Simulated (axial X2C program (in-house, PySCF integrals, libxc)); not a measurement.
# I₂ at several levels of theory

Calculated with an in-house all-electron X2C program for linear molecules (integrals from PySCF). Spin-free means the one-electron spin-free X2C Hamiltonian; two-component (2c) means X2C with spin–orbit coupling and atomic mean-field two-electron Coulomb and Gaunt terms, so the difference of the two also holds small scalar two-electron terms. Basis: I dyall-cv3z [11s12p8d4f1g] (cores contracted in-house); Gaussian nuclei, density fitting, unrestricted open shells. Masses: I 126.904 u.

State, spin-free: M_S = 0, Λ = 0 (closed shell); electrons by block: σα: 21, σβ: 21, π+α: 12, π+β: 12, π-α: 12, π-β: 12, δ+α: 4, δ+β: 4, δ-α: 4, δ-β: 4. Fragments: I + I.

State, 2c: Ω = 0 (closed shell); electrons by block: 1/2: 33, -1/2: 33, 3/2: 16, -3/2: 16, 5/2: 4, -5/2: 4. Fragments: I + I.

| Hamiltonian | level | Re (Å) | ωe (cm⁻¹) | Be (cm⁻¹) | αe (cm⁻¹) | De (eV) | D0 (eV) | k (mdyn/Å) |
| --- | --- | --- | --- | --- | --- | --- | --- | --- |
| spin-free | PBE0 | 2.656 | 227.5 | 0.03765 | 9.41e-05 | 2.04 | 2.03 | 1.94 |
| spin-free | HF | 2.662 | 236.2 | 0.03749 | 8.41e-05 | 0.628 | 0.614 | 2.09 |
| spin-free | MP2 | 2.665 | 228.9 | 0.03741 | 9.33e-05 | 1.92 | 1.90 | 1.96 |
| spin-free | CCSD | 2.684 | 220.3 | 0.03689 | 9.77e-05 | 1.71 | 1.70 | 1.81 |
| spin-free | CCSD(T) | 2.691 | 215.4 | 0.0367 | 0.000103 | 1.82 | 1.81 | 1.74 |
| spin-free | PBEsol | 2.661 | 221.8 | 0.03752 | 9.83e-05 | 2.48 | 2.47 | 1.84 |
| 2c | PBE0 | 2.674 | 217.3 | 0.03716 | 0.000103 | 1.57 | 1.56 | 1.76 |
| 2c | HF | 2.676 | 228.1 | 0.03709 | 8.92e-05 | 0.073 | 0.058 | 1.95 |
| 2c | MP2 | 2.679 | 220.8 | 0.037 | 9.93e-05 | 1.41 | 1.40 | 1.82 |
| 2c | CCSD | 2.699 | 211.7 | 0.03646 | 0.000105 | 1.19 | 1.18 | 1.67 |
| 2c | CCSD(T) | 2.707 | 206.3 | 0.03625 | 0.000112 | 1.30 | 1.29 | 1.59 |
| 2c | PBEsol | 2.681 | 210.2 | 0.03696 | 0.000109 | 1.97 | 1.96 | 1.65 |

Correlated methods: 14 electrons correlated (number of frozen shells: I 4 s, 3 p, 2 d), 294 virtual spin orbitals or spinors in MP2, 90 natural virtuals in coupled cluster.

Occupations by symmetry block were frozen at the best pattern of an incomplete PBE0 search. Closed shells are restricted here (equal orbitals for both partners); the stretched side of such a curve lies too high. De is counted from the lowest determinant-based energies of the atoms at the same level, without counterpoise correction. CCSD and (T) use frozen natural virtuals with an MP2 correction for the truncation; (T) itself is uncorrected, so its De runs slightly low. The functionals have no current-density term, which raises determinants with orbital currents, atoms included.

Rough cost a point (2c) on 1 thread(s) of a shared host, integrals apart: PBE0 0.9 s, HF 0.7 s, CCSD(T) 6 s, PBEsol 0.4 s.

The whole task took 2.9 min on 1 thread of Arm Neoverse V1 (shared host).
